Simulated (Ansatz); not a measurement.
BrH2In (SMILES [Br][InH2]) moved off its minimum; all values from Ansatz (a first-principles code), cores frozen in correlated methods. Elements past Kr take the def2 small-core potentials, without spin–orbit coupling.
(charge 0, multiplicity 1)
```xyz
4

In    -0.5222    -0.8367     0.1533
H      0.1255    -1.8617     1.3157
H     -1.8739    -0.8984    -0.8880
Br     0.8249     1.2430    -0.2023
```

Forces at r2SCAN/def2-TZVPP (eV/Å):

```tsv
atom	Fx	Fy	Fz
In1	-0.080	0.256	-0.318
H2	0.121	-0.147	0.222
H3	0.040	0.019	0.054
Br4	-0.081	-0.129	0.042
```

Question: Give the forces (eV/Å), the total energy and the dipole at CCSD(T)/def2-TZVPPD.

Answer: 
```tsv
atom	Fx	Fy	Fz
In1	-0.028	0.378	-0.342
H2	0.243	-0.458	0.518
H3	-0.304	-0.053	-0.174
Br4	0.089	0.133	-0.002
```
Energy -2763.1056 hartree, dipole 2.88 D.
